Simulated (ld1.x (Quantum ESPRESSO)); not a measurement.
## Which change was made? (Mn, ultrasoft)

```
Element                 : Mn (Z = 25)
Generator               : ld1.x (Quantum ESPRESSO) 7.5
Type                    : ultrasoft
Functional              : revPBE
Relativity              : scalar-relativistic
Frozen core             : [Ar]
Valence charge          : 7
Reference configuration : 3d5 4s0.5 4p0 (charge +1.5)
Partial waves           : 4s (bound): rcut 1.95, rcutus 2.20 bohr; 4s channel at -0.5 Ry: rcut 1.95, rcutus 2.20 bohr; 4p (bound, empty): rcut 2.30, rcutus 2.90 bohr; 4p channel at -0.15 Ry: rcut 2.30, rcutus 2.90 bohr; 3d (bound): rcut 1.65, rcutus 2.05 bohr; 3d channel at 2.05 Ry: rcut 1.65, rcutus 2.05 bohr
Local potential         : all-electron potential smoothed inside 1.95 bohr (lloc = -1)
Core correction         : none
Augmentation charge     : PSQ, radius 1.20 bohr
```

Cutoffs, loose and tight: the cutoffs (Ry, on a coarse ladder) from which the occupation-weighted sum of valence levels, in a spherical-Bessel basis at the reference potential, stays within 10 and 1 mRy of its value at 400 Ry. They do not see the model core or the augmentation charge, which bear on the density cutoff. Test errors are all-electron minus pseudo excitation energies from the reference, over the configurations 3d5 4s2 4p0; 3d5 4s1 4p0; 3d5 4s0 4p0; 3d5 4s1 4p1; 3d5 4s1.5 4p0; 3d4 4s2 4p0; 3d4 4s0 4p0; variants that change the core or the reference have their own tests. The largest error is taken over the tests solved by every variant that gives reliable tests at all, those not shown here included: 3d5 4s0 4p0; 3d5 4s1 4p0; 3d5 4s2 4p0.

The base gives: outcome: generated; cutoff, loose: 25 Ry; cutoff, tight: 40 Ry; bound ghosts: none; largest test error (meV): +95.

Problem. After one change the result is: outcome: generated; cutoff, loose: 25 Ry; cutoff, tight: 40 Ry; bound ghosts: p; largest test error (meV): +95. Which change was it?
A. waves 4p (bound): rcut 1.76, rcutus 1.86 bohr; 4p channel at -0.15 Ry: rcut 1.76, rcutus 1.86 bohr
B. waves 3d (bound): rcut 1.65, rcutus 2.44 bohr; 3d channel at 2.05 Ry: rcut 1.65, rcutus 2.44 bohr
C. type RRKJ; waves now 4s (bound): rc 2.20 bohr; 4p (bound): rc 2.90 bohr; 3d (bound): rc 2.05 bohr; local potential the d channel

Solution. A. The others give: waves 3d (bound): rcut 1.65, rcutus 2.44 bohr; 3d channel at 2.05 Ry: rcut 1.65, rcutus 2.44 bohr → outcome: generated; cutoff, loose: 18 Ry; cutoff, tight: 30 Ry; bound ghosts: none; largest test error (meV): +100 | type RRKJ; waves now 4s (bound): rc 2.20 bohr; 4p (bound): rc 2.90 bohr; 3d (bound): rc 2.05 bohr; local potential the d channel → outcome: failed: compute_phi: phi has nodes before r_c.
